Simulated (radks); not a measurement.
The selenium ion Se+ inside a hard spherical wall (all orbitals vanish at R), configuration held at [Ar] 3d10 4s2 4p3 and not refilled when levels cross. Calculated with a radial shooting solver on a logarithmic mesh with Libxc functionals: non-relativistic Kohn-Sham, PBE, spin-polarised, spherical densities, point nucleus; open shells are filled with parallel spins first. Eigenvalues in eV for spin up, with the zero of energy where the potential of the charges vanishes at infinity; a dash marks a level that is unbound or too diffuse for the functional's potential to be trusted. A positive occupied level is held by the wall or, in an anion where self-interaction has pushed it up, behind a barrier. The pressure on the wall is -dE/dV.

R (bohr)  E (hartree)  kinetic (hartree)    e(3p)    e(3d)    e(4s)    e(4p)  e(5s, empty)  e(4d, empty)  pressure (GPa)
free      -2400.83241           2399.410  -161.68  -64.793  -27.237  -16.416             -             -               0
15        -2400.83241           2399.410  -161.68  -64.793  -27.237  -16.416        -5.483        -4.010        < 0.0001
8         -2400.83233           2399.411  -161.67  -64.786  -27.232  -16.411        -4.985        -3.754         0.00579
7         -2400.83185           2399.417  -161.64  -64.757  -27.211  -16.388        -4.280        -3.445          0.0521
6         -2400.82862           2399.449  -161.50  -64.617  -27.111  -16.275        -2.573        -2.747           0.464
5         -2400.80806           2399.608  -160.90  -64.020  -26.689  -15.769         1.731        -1.057            4.20
4         -2400.67974           2400.371  -158.62  -61.776  -25.011  -13.642        13.624         3.566            41.1
3.5       -2400.44831           2401.505  -155.89  -59.098  -22.734  -10.718        26.921         8.758             136
3         -2399.85096           2404.004  -151.05  -54.363  -17.870   -4.572        51.645        18.455             486
2         -2393.29879           2425.908  -125.74  -29.227   23.958   44.147        210.39        80.954            9990
